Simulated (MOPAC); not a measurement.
MOPAC input (PM6):

```
PM6 1SCF UHF MS=0.5 GEO-OK AUX(PRECISION=9) THREADS=1
H4ClOSi2

Si   -2.08951000 1    0.12302200 1   -0.19797500 1
O    -0.60789200 1    0.84656600 1   -0.30202400 1
Si    0.95786300 1    0.77705900 1    0.14104100 1
Cl    1.55962100 1   -1.20896500 1    0.27431400 1
H    -2.10716500 1   -1.09120200 1   -1.04057600 1
H    -2.37336400 1   -0.23966000 1    1.20803800 1
H    -3.09109000 1    1.09431100 1   -0.68182500 1
H     1.76424200 1    1.41528300 1   -0.93571700 1
```

From the output:

```
                                                       MOPAC v23.2.5 Linux

          FINAL HEAT OF FORMATION =        -94.15441 KCAL/MOL =    -393.94207 KJ/MOL

          COSMO AREA              =        143.39 SQUARE ANGSTROMS
          COSMO VOLUME            =        139.79 CUBIC ANGSTROMS

          IONIZATION POTENTIAL    =          7.535471 EV
          ALPHA SOMO LUMO (EV)    =         -7.535 -0.547
          BETA  SOMO LUMO (EV)    =        -11.245 -1.504
          NO. OF ALPHA ELECTRONS  =         13
          NO. OF BETA  ELECTRONS  =         12
          MOLECULAR WEIGHT        =        111.6550         POINT GROUP:  C1

          MOLECULAR DIMENSIONS (Angstroms)

            Atom       Atom       Distance
            H     7   Cl     4     5.27716
            H     8    H     6     4.24553
           Si     3    H     5     2.52884

          SCF CALCULATIONS        =          1

   ATOM   CHEMICAL          X               Y               Z
  NUMBER   SYMBOL      (ANGSTROMS)     (ANGSTROMS)     (ANGSTROMS)

     1      Si         -2.08951000  *   0.12302200  *  -0.19797500  *
     2       O         -0.60789200  *   0.84656600  *  -0.30202400  *
     3      Si          0.95786300  *   0.77705900  *   0.14104100  *
     4      Cl          1.55962100  *  -1.20896500  *   0.27431400  *
     5       H         -2.10716500  *  -1.09120200  *  -1.04057600  *
     6       H         -2.37336400  *  -0.23966000  *   1.20803800  *
     7       H         -3.09109000  *   1.09431100  *  -0.68182500  *
     8       H          1.76424200  *   1.41528300  *  -0.93571700  *

                             CARTESIAN COORDINATES

   1   Si       -2.089510000     0.123022000    -0.197975000
   2    O       -0.607892000     0.846566000    -0.302024000
   3   Si        0.957863000     0.777059000     0.141041000
   4   Cl        1.559621000    -1.208965000     0.274314000
   5    H       -2.107165000    -1.091202000    -1.040576000
   6    H       -2.373364000    -0.239660000     1.208038000
   7    H       -3.091090000     1.094311000    -0.681825000
   8    H        1.764242000     1.415283000    -0.935717000

           Empirical Formula: H4 O Si2 Cl  =     8 atoms

      MOLECULAR POINT GROUP   :   C1

          ALPHA EIGENVALUES
 -30.22699 -26.39864 -20.16517 -17.20690 -15.29512 -15.07379 -14.74250 -12.65650
 -11.71786 -11.55595 -11.29235 -11.25843  -7.53547  -0.54652  -0.36422  -0.03759
   0.86493   0.88159   0.94483   1.11605   1.25129   1.48962   2.11817   2.53756
   2.82864   3.65616   4.54080   4.64248   4.71118   4.94086  89.61678  89.73531
  89.74921  90.13359  90.13470

           BETA EIGENVALUES
 -30.06212 -25.99698 -20.02624 -17.02712 -15.13714 -14.96920 -14.50557 -12.16664
 -11.63684 -11.38634 -11.28244 -11.24491  -1.50443  -0.20685  -0.06677   0.10163
   0.87191   0.88505   1.04621   1.21380   1.30983   1.69419   2.17145   2.56990
   2.88638   4.08548   4.62196   4.66570   4.92581   4.96825  89.73123  89.82356
  89.84819  90.17082  90.17212

              NET ATOMIC CHARGES AND DIPOLE CONTRIBUTIONS

  ATOM NO.   TYPE          CHARGE      No. of ELECS.   s-Pop       p-Pop       d-Pop
    1         Si           0.326993        3.6730     1.16646     1.68010     0.82645
    2          O          -0.504047        6.5040     1.61099     4.89306
    3         Si           0.425280        3.5747     1.35670     1.42033     0.79769
    4         Cl          -0.234742        7.2347     1.99400     5.23879     0.00195
    5          H          -0.015736        1.0157     1.01574
    6          H          -0.018086        1.0181     1.01809
    7          H          -0.012686        1.0127     1.01269
    8          H           0.033025        0.9670     0.96697
 DIPOLE           X         Y         Z       TOTAL
 POINT-CHG.    -0.778     1.355     0.266     1.585
 HYBRID         0.484    -0.144    -0.204     0.544
 SUM           -0.295     1.211     0.061     1.248

          ATOMIC ORBITAL ELECTRON POPULATIONS

     Atom    s        px        py        pz      x^2-y^2     xz        z^2       yz        xy
    1 Si   1.16646   0.37789   0.62005   0.68216   0.15314   0.12118   0.17085   0.18075   0.20053
    2  O   1.61099   1.50227   1.68696   1.70382
    3 Si   1.35670   0.39189   0.42195   0.60649   0.18193   0.18732   0.11818   0.13544   0.17482
    4 Cl   1.99400   1.84578   1.50861   1.88441   0.00074   0.00007   0.00033   0.00026   0.00055
    5  H   1.01574
    6  H   1.01809
    7  H   1.01269
    8  H   0.96697

                    (SZ)    =    0.500000
                    (S**2)  =    0.753978

          ATOMIC ORBITAL SPIN POPULATIONS

    Atom   Total    s     px     py     pz   x^2-y^2  xz     z^2    yz     xy
         Atomic
    1 Si  0.0077  0.000  0.004  0.001  0.001 -0.001  0.002 -0.000  0.000  0.000
    2  O  0.0359  0.007  0.008 -0.001  0.022
    3 Si  0.7456  0.266  0.001  0.013  0.318  0.010  0.023  0.047  0.069 -0.001
    4 Cl  0.0857  0.001  0.010  0.061  0.014  0.000 -0.000  0.000  0.000  0.000
    5  H  0.0005  0.001
    6  H -0.0004 -0.000
    7  H  0.0009  0.001
    8  H  0.1241  0.124

 **********************
 *                    *
 * JOB ENDED NORMALLY *
 *                    *
 **********************

 == MOPAC DONE ==
```

The geometry given is a B3LYP-D3(BJ)/def2-TZVP minimum.
